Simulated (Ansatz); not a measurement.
ZnNCl5H3²⁻ (relaxed from a model of [Zn(NH3)Cl5]3-, whose bonding it doesn't keep). Charge -2, multiplicity 2. Geometry r2SCAN-D4/def2-SVPD, loosely relaxed, that of the charge -3 singlet; atoms count from 1.

Cartesian coordinates in Å:
```
Zn -2.819 -1.314 2.458
N -1.414 -0.864 0.927
H -0.857 -0.060 1.208
H -1.914 -0.650 0.066
H -0.806 -1.667 0.779
Cl -4.731 -1.074 1.232
Cl 6.335 19.489 -1.386
Cl -2.125 -3.433 2.945
Cl -2.268 0.352 3.917
Cl 10.599 -10.780 -12.146
```

A multiply charged anion in the gas phase is held together partly by the finite basis. The gap within one spin of the charge -2 doublet nearly closes, so an electron or hole may be smeared out by delocalisation error. The geometry of the charge -2 doublet is only loosely relaxed. In the doublet geometry the species has come apart into loosely held pieces.

Q: Estimate the Mulliken populations from the PBE0/def2-SVP orbitals of Ansatz.

A: 
```
atom  charge (e)  spin (α − β)  d electrons
 Zn1        0.65          0.00         9.98
  N2       -0.25          0.00            –
  H3        0.12          0.00            –
  H4        0.12          0.00            –
  H5        0.12          0.00            –
 Cl6       -0.59          0.00            –
 Cl7       -0.50          0.50            –
 Cl8       -0.59          0.00            –
 Cl9       -0.59          0.00            –
Cl10       -0.50          0.50            –
```
Mulliken values and Mayer orders depend strongly on the basis.

Q: Where does the spin sit?

A: Summed by element: Zn 0.00, N 0.00, H 0.00, Cl 1.00, of 1 unpaired in all. Largest on single atoms: Cl10 0.50, Cl7 0.50, Zn1 0.00.

Q: And the Mayer bond orders between bonded heavy atoms (over 0.3)?

A: Zn1–N2 0.34 (2.13 Å); Zn1–Cl6 0.63 (2.28 Å); Zn1–Cl8 0.63 (2.28 Å); Zn1–Cl9 0.63 (2.28 Å). Values over 0.3 also appear between atoms too far apart for a bond (Cl7–Cl10 0.50 at 32.41 Å); they arise where an orbital or an unpaired electron spreads over both atoms.
